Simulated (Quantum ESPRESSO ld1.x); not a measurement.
Hg70+, configuration [Ne] (the NIST ground configuration).

Method: Dirac Kohn-Sham, PBE, spin-unpolarised, spherical densities, point nucleus; computed with ld1.x of Quantum ESPRESSO 7.5.

Energy parts (eV):
| part | energy |
|---|---|
| total | -358918 |
| kinetic | 430676 |
| electron-nucleus | -809869 |
| Hartree | 24429 |
| exchange-correlation | -4154 |

Orbitals (lengths in bohr, moments of r in powers of bohr; <r^-3> diverges for s and p1/2):
orbital,occ.,eigenvalue (eV),<1/r>,<r^4>,<r^-3>
1s1/2,2,-89676.8,97.75,3.969e-07,-
2s1/2,2,-20925.6,24.46,0.00005344,-
2p1/2,2,-20428.3,24.33,0.00003131,-
2p3/2,4,-18409.2,19.74,0.00004824,22280

The highest occupied level is 2p3/2 at -18409.2 eV. For comparison, the ionisation energy in NIST's Atomic Spectra Database is 18550 eV (theoretical). In exact Kohn-Sham theory the highest level is minus the ionisation energy, but local and semilocal functionals leave it too shallow, through self-interaction and a potential that decays too fast; potentials with the right tail come closer. Summed over all electrons, <r^2> = 0.03967 bohr^2, which gives a Langevin (diamagnetic) susceptibility term of -0.0314 x 10^-6 cm^3/mol. The density falls to 0.001 e/bohr^3 at r = 0.29 bohr.
